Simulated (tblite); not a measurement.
A geometry optimisation, step by step.

Species: C6H9BO.
SMILES with atom numbers: `[CH3:1][B:2]([CH3:3])[CH2:4][C:5]#[C:6][CH:7]=[O:8]` (hydrogens: H9, H10, H11 on C1; H12, H13, H14 on C3; H15, H16 on C4; H17 on C7)

Computed with GFN2-xTB (tblite), gas phase: L-BFGS steps from a force-field or distance-geometry start until the largest atomic force falls under 0.01 eV/Å. 11 of its 147 geometries are shown.

Step 0: E = -615.1640 eV, largest atomic force 4.311 eV/Å
```
atom  x, y, z in Å  |  force x, y, z in eV/Å
C1     -1.382   -0.620   -0.163   -0.539   0.411   0.467
B2     -0.815    0.514    0.810    0.302  -1.645   0.806
C3     -1.173    0.379    2.379   -0.451   0.455  -0.689
C4      0.575    1.176    0.402    0.558  -0.946   0.506
C5      1.086    0.425   -0.736    0.974  -0.111  -1.523
C6      1.509   -0.176   -1.724   -0.658   0.728   0.687
C7      2.032   -0.861   -2.875    3.775  -1.691   1.214
O8      3.168   -1.447   -2.836   -3.696   1.888  -0.166
H9     -1.213   -0.386   -1.215   -0.309  -0.180   0.127
H10    -2.456   -0.820    0.043    0.727  -0.080  -0.390
H11    -0.808   -1.540    0.053   -0.384   0.437  -0.079
H12    -2.184   -0.098    2.489    1.110   0.479   0.311
H13    -1.153    1.371    2.891   -0.052  -0.983  -0.130
H14    -0.378   -0.276    2.805   -0.804   0.522  -0.098
H15     0.417    2.235    0.209    0.406   0.002  -0.231
H16     1.303    1.038    1.269   -0.716   0.464  -1.026
H17     1.465   -0.900   -3.812   -0.242   0.252   0.214
```

Step 15: E = -615.8249 eV, largest atomic force 0.199 eV/Å
```
atom  x, y, z in Å  |  force x, y, z in eV/Å
C1     -1.428   -0.646   -0.158   -0.015  -0.084  -0.060
B2     -0.708    0.317    0.856   -0.096  -0.090   0.062
C3     -1.162    0.376    2.361   -0.023   0.025   0.073
C4      0.609    1.107    0.404    0.082  -0.062  -0.051
C5      1.190    0.498   -0.757    0.022  -0.004  -0.134
C6      1.599   -0.068   -1.740    0.021  -0.103  -0.081
C7      2.095   -0.834   -2.826   -0.033   0.030  -0.066
O8      3.124   -1.460   -2.833    0.150  -0.073   0.017
H9     -1.321   -0.382   -1.205    0.059   0.126  -0.047
H10    -2.482   -0.839    0.024   -0.022   0.116   0.146
H11    -0.935   -1.614   -0.056    0.065  -0.065   0.018
H12    -2.160   -0.017    2.543    0.006   0.003  -0.059
H13    -1.118    1.370    2.800    0.052   0.046  -0.026
H14    -0.477   -0.238    2.949    0.012   0.014  -0.004
H15     0.366    2.146    0.159   -0.096  -0.015   0.065
H16     1.381    1.132    1.179   -0.139   0.062   0.128
H17     1.421   -0.837   -3.709   -0.044   0.075   0.020
```

Step 29: E = -615.8541 eV, largest atomic force 0.105 eV/Å
```
atom  x, y, z in Å  |  force x, y, z in eV/Å
C1     -1.440   -0.670   -0.149    0.021  -0.003   0.027
B2     -0.686    0.251    0.876   -0.013   0.086  -0.059
C3     -1.148    0.390    2.370    0.002  -0.030  -0.007
C4      0.604    1.070    0.402    0.006  -0.045  -0.016
C5      1.216    0.479   -0.755   -0.019  -0.020  -0.021
C6      1.641   -0.098   -1.729   -0.011   0.004   0.002
C7      2.130   -0.827   -2.843    0.020   0.007   0.009
O8      3.151   -1.468   -2.878    0.011   0.000  -0.015
H9     -1.337   -0.332   -1.179   -0.053  -0.032   0.036
H10    -2.495   -0.813    0.076    0.019   0.017  -0.028
H11    -0.981   -1.660   -0.113    0.003   0.003  -0.016
H12    -2.159    0.032    2.541   -0.038   0.020   0.054
H13    -1.073    1.405    2.756    0.007  -0.018  -0.005
H14    -0.489   -0.218    2.991    0.007   0.000   0.048
H15     0.262    2.082    0.147    0.062  -0.068   0.020
H16     1.349    1.165    1.197   -0.046   0.053  -0.033
H17     1.448   -0.775   -3.720    0.021   0.027   0.005
```

Step 44: E = -615.8641 eV, largest atomic force 0.061 eV/Å
```
atom  x, y, z in Å  |  force x, y, z in eV/Å
C1     -1.484   -0.674   -0.127   -0.003  -0.013   0.019
B2     -0.714    0.244    0.887    0.012  -0.032   0.021
C3     -1.144    0.408    2.392   -0.019  -0.010  -0.003
C4      0.587    1.024    0.383   -0.012   0.006   0.004
C5      1.212    0.404   -0.751    0.004   0.006   0.003
C6      1.672   -0.152   -1.720   -0.011  -0.003  -0.018
C7      2.191   -0.805   -2.866    0.019   0.002  -0.011
O8      3.207   -1.452   -2.925    0.003  -0.003   0.010
H9     -1.414   -0.322   -1.154   -0.037  -0.017   0.017
H10    -2.530   -0.840    0.117   -0.015   0.023   0.001
H11    -1.008   -1.656   -0.119    0.015  -0.008  -0.007
H12    -2.163    0.092    2.596   -0.038   0.030  -0.021
H13    -1.025    1.429    2.752    0.002  -0.023   0.013
H14    -0.503   -0.209    3.023    0.042   0.023  -0.037
H15     0.251    2.021    0.076   -0.002   0.025   0.021
H16     1.320    1.166    1.180    0.025  -0.007  -0.009
H17     1.540   -0.666   -3.757    0.014   0.001  -0.004
```

Step 58: E = -615.8705 eV, largest atomic force 0.037 eV/Å
```
atom  x, y, z in Å  |  force x, y, z in eV/Å
C1     -1.542   -0.693   -0.083   -0.010  -0.019  -0.010
B2     -0.730    0.236    0.887   -0.004  -0.007  -0.020
C3     -1.143    0.436    2.392    0.016  -0.009  -0.008
C4      0.577    0.988    0.358   -0.002   0.001   0.000
C5      1.196    0.379   -0.787   -0.008  -0.002   0.003
C6      1.689   -0.159   -1.750   -0.015   0.022   0.021
C7      2.265   -0.775   -2.891   -0.028  -0.015   0.019
O8      3.265   -1.447   -2.914    0.002   0.010   0.014
H9     -1.547   -0.340   -1.112    0.008   0.016  -0.001
H10    -2.570   -0.868    0.225   -0.011   0.005   0.005
H11    -1.055   -1.669   -0.113    0.021  -0.013   0.002
H12    -2.173    0.162    2.608    0.007   0.017  -0.008
H13    -0.977    1.448    2.757    0.008  -0.006  -0.008
H14    -0.513   -0.210    3.005   -0.001   0.000   0.024
H15     0.251    1.996    0.074    0.016  -0.003  -0.001
H16     1.325    1.108    1.147   -0.011  -0.003  -0.006
H17     1.676   -0.580   -3.813    0.011   0.006  -0.026
```

Step 73: E = -615.8723 eV, largest atomic force 0.014 eV/Å
```
atom  x, y, z in Å  |  force x, y, z in eV/Å
C1     -1.550   -0.705   -0.079    0.004  -0.004   0.001
B2     -0.735    0.228    0.887   -0.002  -0.001  -0.007
C3     -1.136    0.442    2.393   -0.001   0.001  -0.004
C4      0.570    0.981    0.356   -0.005   0.001  -0.003
C5      1.182    0.380   -0.797   -0.004  -0.006  -0.003
C6      1.663   -0.147   -1.771    0.001  -0.001   0.008
C7      2.268   -0.767   -2.895    0.012   0.008  -0.001
O8      3.263   -1.448   -2.877   -0.012  -0.004   0.001
H9     -1.566   -0.343   -1.105    0.004  -0.002   0.009
H10    -2.574   -0.890    0.236    0.009   0.002   0.004
H11    -1.052   -1.675   -0.119    0.002   0.002  -0.005
H12    -2.173    0.201    2.612    0.001   0.004   0.000
H13    -0.941    1.452    2.749    0.002  -0.003   0.003
H14    -0.524   -0.216    3.012   -0.009  -0.002  -0.001
H15     0.252    1.995    0.086    0.001   0.003  -0.002
H16     1.321    1.086    1.143    0.002  -0.002  -0.008
H17     1.724   -0.564   -3.843   -0.005   0.003   0.007
```

Step 88: E = -615.8735 eV, largest atomic force 0.045 eV/Å
```
atom  x, y, z in Å  |  force x, y, z in eV/Å
C1     -1.542   -0.731   -0.062    0.004   0.015   0.003
B2     -0.738    0.224    0.891    0.008   0.008   0.008
C3     -1.139    0.460    2.394   -0.003  -0.003  -0.002
C4      0.558    0.984    0.343   -0.004  -0.016   0.005
C5      1.159    0.389   -0.817    0.016  -0.002   0.042
C6      1.662   -0.146   -1.777    0.012  -0.010  -0.026
C7      2.276   -0.761   -2.899   -0.007   0.018  -0.004
O8      3.230   -1.498   -2.871   -0.007  -0.004   0.026
H9     -1.593   -0.348   -1.079   -0.005  -0.005  -0.031
H10    -2.553   -0.954    0.269   -0.001   0.001   0.026
H11    -1.014   -1.682   -0.136    0.016   0.003   0.004
H12    -2.194    0.297    2.599   -0.011   0.000  -0.014
H13    -0.871    1.446    2.767    0.008  -0.005   0.000
H14    -0.594   -0.256    3.013    0.001   0.004  -0.016
H15     0.243    2.003    0.090   -0.005  -0.014  -0.011
H16     1.318    1.076    1.123   -0.001   0.004   0.000
H17     1.784   -0.491   -3.858   -0.019   0.008  -0.009
```

Step 102: E = -615.8779 eV, largest atomic force 0.031 eV/Å
```
atom  x, y, z in Å  |  force x, y, z in eV/Å
C1     -1.492   -0.775   -0.037   -0.006  -0.008  -0.010
B2     -0.724    0.231    0.891   -0.018  -0.007  -0.011
C3     -1.157    0.484    2.380   -0.008  -0.009   0.019
C4      0.558    1.007    0.341    0.011   0.003  -0.015
C5      1.168    0.407   -0.812    0.003  -0.009  -0.004
C6      1.656   -0.127   -1.780    0.003   0.004   0.006
C7      2.248   -0.755   -2.905    0.016  -0.012   0.005
O8      3.085   -1.623   -2.874   -0.021   0.023  -0.002
H9     -1.635   -0.384   -1.044    0.010   0.001   0.004
H10    -2.460   -1.092    0.343    0.018  -0.001   0.007
H11    -0.882   -1.671   -0.162   -0.008  -0.002  -0.010
H12    -2.236    0.499    2.518    0.012   0.009  -0.006
H13    -0.743    1.389    2.819   -0.015  -0.006   0.018
H14    -0.793   -0.353    2.980   -0.005   0.019   0.012
H15     0.229    2.018    0.077    0.004   0.005   0.002
H16     1.314    1.116    1.123    0.003  -0.005   0.000
H17     1.858   -0.360   -3.868    0.000  -0.008  -0.016
```

Step 117: E = -615.8789 eV, largest atomic force 0.031 eV/Å
```
atom  x, y, z in Å  |  force x, y, z in eV/Å
C1     -1.466   -0.802   -0.017   -0.003   0.001   0.003
B2     -0.712    0.225    0.901    0.008  -0.004  -0.004
C3     -1.169    0.498    2.381   -0.013  -0.001  -0.014
C4      0.561    1.006    0.338    0.017   0.008  -0.004
C5      1.165    0.411   -0.821   -0.003  -0.006  -0.003
C6      1.648   -0.114   -1.796    0.008   0.002   0.004
C7      2.242   -0.746   -2.920   -0.027   0.007  -0.006
O8      3.023   -1.663   -2.882    0.026  -0.016   0.007
H9     -1.665   -0.392   -1.006    0.008   0.006   0.000
H10    -2.404   -1.164    0.393   -0.008  -0.018   0.006
H11    -0.827   -1.668   -0.192   -0.001   0.005   0.003
H12    -2.249    0.609    2.462   -0.002   0.003   0.013
H13    -0.704    1.362    2.852    0.000  -0.009  -0.014
H14    -0.916   -0.372    2.988   -0.004   0.012   0.001
H15     0.232    2.019    0.082    0.000   0.003   0.008
H16     1.324    1.112    1.113    0.004  -0.004   0.004
H17     1.909   -0.309   -3.885   -0.010   0.011  -0.003
```

Step 131: E = -615.8808 eV, largest atomic force 0.094 eV/Å
```
atom  x, y, z in Å  |  force x, y, z in eV/Å
C1     -1.410   -0.843    0.001   -0.018   0.022  -0.007
B2     -0.685    0.206    0.917   -0.002   0.016  -0.054
C3     -1.213    0.536    2.361    0.037   0.031  -0.060
C4      0.600    0.984    0.371   -0.002  -0.018   0.012
C5      1.190    0.403   -0.803    0.003   0.004  -0.055
C6      1.648   -0.104   -1.800   -0.031   0.001   0.032
C7      2.199   -0.734   -2.945    0.042   0.006  -0.008
O8      2.990   -1.645   -2.936   -0.012   0.006   0.003
H9     -1.684   -0.392   -0.953    0.010  -0.024   0.000
H10    -2.311   -1.273    0.435    0.024  -0.008   0.003
H11    -0.736   -1.661   -0.253   -0.007   0.010   0.002
H12    -2.284    0.719    2.363   -0.093   0.011  -0.003
H13    -0.729    1.383    2.838    0.030   0.001   0.041
H14    -1.066   -0.334    2.998    0.027  -0.025   0.060
H15     0.291    2.011    0.145    0.003  -0.026  -0.004
H16     1.365    1.055    1.149    0.004  -0.011   0.017
H17     1.828   -0.301   -3.899   -0.016   0.004   0.020
```

Step 146: E = -615.8838 eV, largest atomic force 0.009 eV/Å
```
atom  x, y, z in Å  |  force x, y, z in eV/Å
C1     -1.406   -0.867    0.017    0.002  -0.005  -0.005
B2     -0.690    0.201    0.917   -0.001  -0.004  -0.001
C3     -1.250    0.589    2.335   -0.001  -0.001   0.004
C4      0.633    0.929    0.399    0.000   0.001   0.001
C5      1.205    0.371   -0.793   -0.001   0.001   0.002
C6      1.651   -0.120   -1.803    0.001  -0.002  -0.003
C7      2.198   -0.707   -2.973    0.003  -0.002   0.001
O8      3.058   -1.552   -3.004   -0.004   0.000  -0.002
H9     -1.744   -0.409   -0.914    0.003  -0.007   0.004
H10    -2.267   -1.342    0.481    0.001   0.004  -0.001
H11    -0.711   -1.649   -0.288   -0.004   0.005   0.003
H12    -2.324    0.765    2.313    0.002  -0.002   0.001
H13    -0.776    1.456    2.791    0.000  -0.001  -0.002
H14    -1.106   -0.251    3.016   -0.003   0.007  -0.002
H15     0.384    1.979    0.212   -0.003   0.003  -0.001
H16     1.391    0.927    1.188    0.002  -0.003   0.003
H17     1.745   -0.307   -3.905    0.001   0.004  -0.002
```

Task: Summarise the path.

Result: The energy falls by 16.60 kcal/mol from step 0 to step 146; nine tenths of that is first reached at step 14. It falls at every step. The largest force goes from 4.311 to 0.009 eV/Å. Among the bonds C7=O8 changes most, from 1.279 to 1.206 Å; the atoms move by 0.458 Å rms after alignment.

The cost below is that of the whole relaxation. Hardware: an Arm Neoverse N1 with one thread (shared host). Cost: 1.4 s.
